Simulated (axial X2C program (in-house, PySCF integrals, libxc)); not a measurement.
**GeS: computed against measured constants**

Calculated with an in-house all-electron X2C program for linear molecules (integrals from PySCF). Spin-free means the one-electron spin-free X2C Hamiltonian; two-component (2c) means X2C with spin–orbit coupling and atomic mean-field two-electron Coulomb and Gaunt terms, so the difference of the two also holds small scalar two-electron terms. Basis: Ge dyall-cv3z [9s9p7d4f1g], S dyall-av3z [9s8p3d2f] (cores contracted in-house); Gaussian nuclei, density fitting, unrestricted open shells. Masses: Ge 73.921 u, S 31.972 u.

```csv
Hamiltonian,level,Re (Å),ωe (cm⁻¹),ωexe (cm⁻¹),De (eV)
spin-free,PBE0,2.011,586.4,1.43,5.58
spin-free,HF,1.994,626.5,1.36,3.19
spin-free,MP2,2.031,569.8,1.42,5.68
spin-free,CCSD,2.021,586.5,1.42,5.18
spin-free,CCSD(T),2.035,562.3,1.57,5.48
spin-free,r2SCAN0,2.000,600.6,1.45,5.44
2c,PBE0,2.012,585.9,1.43,n/a
2c,HF,1.995,625.9,1.37,n/a
2c,MP2,2.032,569.5,1.41,n/a
2c,CCSD,2.022,586.1,1.42,n/a
2c,CCSD(T),2.036,561.9,1.57,n/a
2c,r2SCAN0,2.001,600.1,1.45,n/a
```

De refers to Ge + S.

Correlated methods: 10 electrons correlated (number of frozen shells: Ge 3 s, 2 p, 1 d; S 2 s, 1 p), 234 virtual spin orbitals or spinors in MP2, 90 natural virtuals in coupled cluster.

Measured (Huber and Herzberg, Constants of Diatomic Molecules, 1979; state 1Σ+): Re (Å) 2.01209, ωe (cm⁻¹) 575.8, ωexe (cm⁻¹) 1.8.

Question: Work out the error of each level, computed minus measured.

Answer: 

```
Hamiltonian    level  Re (Å)  ωe (cm⁻¹)  ωexe (cm⁻¹)
  spin-free     PBE0  -0.001       10.6        -0.37
  spin-free       HF  -0.018       50.7        -0.44
  spin-free      MP2   0.019       -6.0        -0.38
  spin-free     CCSD   0.009       10.7        -0.38
  spin-free  CCSD(T)   0.023      -13.5        -0.23
  spin-free  r2SCAN0  -0.012       24.8        -0.35
         2c     PBE0   0.000       10.1        -0.37
         2c       HF  -0.017       50.1        -0.43
         2c      MP2   0.020       -6.3        -0.39
         2c     CCSD   0.010       10.3        -0.38
         2c  CCSD(T)   0.024      -13.9        -0.23
         2c  r2SCAN0  -0.011       24.3        -0.35
```

One determinant describes the state; a PBE0 search over occupations chose it and may have missed a lower one. Closed shells are restricted here (equal orbitals for both partners); the stretched side of such a curve lies too high. Dissociation energies refer to the lowest single-determinant-based atoms at the same level and basis. De is not given where an atomic determinant may have missed its ground term or J level, or where the truncated virtual space spoils (T). Coupled cluster ran in a truncated set of natural virtual spinors; the MP2 energy of the rest was added. (T) has no such correction and the atoms are truncated less, which lowers De at CCSD(T) by a hundredth of an eV or more. Without a current term, density functionals place determinants with orbital angular momentum somewhat too high. With the outer-core shells frozen, correlated bond lengths of heavy atoms tend to come out a few hundredths of an ångström too long.
